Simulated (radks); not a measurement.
Results of a calculation; reference values are marked as such.
Fractional charge and spin in the 4s shell of rubidium: the spin-up occupation runs from 0 to 1 and the spin-down occupation from 0 to 1; the fullest corner is Rb+, [Ar] 3d10 4p6 4s(up 1, down 1). Code: a radial shooting solver on a logarithmic mesh with Libxc functionals. Model: scalar-relativistic Kohn-Sham, PBE, spin-polarised, spherical densities, point nucleus. Energy (eV) minus the two flat planes that join the four corners (they meet along the diagonal where the two added fractions sum to one electron); zero is where a piecewise linear energy would lie.

down \ up,0,0.25,0.5,0.75,1
0,0.000,-1.303,-1.731,-1.293,0.000
0.25,-1.303,-1.656,-1.145,0.217,-1.217
0.5,-1.731,-1.145,0.289,-1.075,-1.614
0.75,-1.293,0.217,-1.075,-1.544,-1.204
1,0.000,-1.217,-1.614,-1.204,0.000

Corners above the fullest one (they belong to Rb2+ and the next ion): (up 1, down 0) 44.008 eV, (up 0, down 1) 44.008 eV, (up 0, down 0) 102.56 eV. With half an added electron in each spin the energy lies 0.289 eV from the planes, and with half an added electron in spin up alone -1.731 eV. The planes are only a guide here: the flat-plane condition holds for ground states with one frontier orbital, while this shell lies below other occupied shells, so the corners above the fullest one are inner-hole states and not the ground states of those ions.
